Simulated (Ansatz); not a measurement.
**Scan of the S1–H3 bond length**

GaH₃S (SMILES [SH][GaH2]), singlet, at its PBE0-D4/def2-TZVP minimum:

S1  (0.039, -1.453, 0.684)
Ga2  (-0.329, 0.433, -0.383)
H3  (1.264, -1.108, 1.113)
H4  (-1.711, 0.532, -1.098)
H5  (0.787, 1.522, -0.358)
(Å)

The bond length S1–H3 (1.343 Å at the minimum) is set to the values below, with the rest relaxed at PBE0-D4/def2-TZVP at each step. Each method's energies count from its own value at the PBE0-D4 minimum structure. Ansatz 0.2.0; basis: def2-TZVPP; cores frozen in the correlated methods. Filled d shells of the heavier atoms are correlated. The def2 sets are not built for correlating such inner shells, so the correlated values are less sure here. B3LYP uses VWN-RPA correlation.

```
bond length (Å)  CCSD(T) (kJ/mol)  r2SCAN-D4 (kJ/mol)  PBE-D4 (kJ/mol)  wB97M-V (kJ/mol)  MP2 (kJ/mol)
          1.155              61.1                63.0             67.4              60.8          59.2
          1.194              35.2                36.7             40.2              35.1          33.6
          1.252              11.4                12.3             14.5              11.3          10.3
          1.320               0.5                 0.7              1.3               0.5           0.2
          1.395               3.6                 3.1              1.8               3.6           4.4
          1.475              18.6                17.6             14.3              19.0          20.9
          1.561              43.2                41.9             36.6              44.3          47.5
          1.651              74.2                73.0             65.5              76.7          81.1
          1.746             109.5               109.0             99.1             114.3         119.7
```

Minimum and curvature along this coordinate at CCSD(T): A fifth-order fit through the nearest points gives 1.339 Å, with a curvature of about 26 eV/Å².

Largest difference from the CCSD(T) curve over the scan: PBE0-D4 2.5; B3LYP-D4 2.2; HF 21.5 kJ/mol. Each curve counts from its own value at the minimum.

No T1 diagnostic of these runs exceeds 0.015.

For scale, one of the runs: CCSD(T)/def2-TZVPP, 132 basis functions (an equivalent command: `ansatz run in.yaml --threads 2`). The run took 8.5 s on 2 CPU threads (shared host), with 0.64 GiB of host memory at its peak.
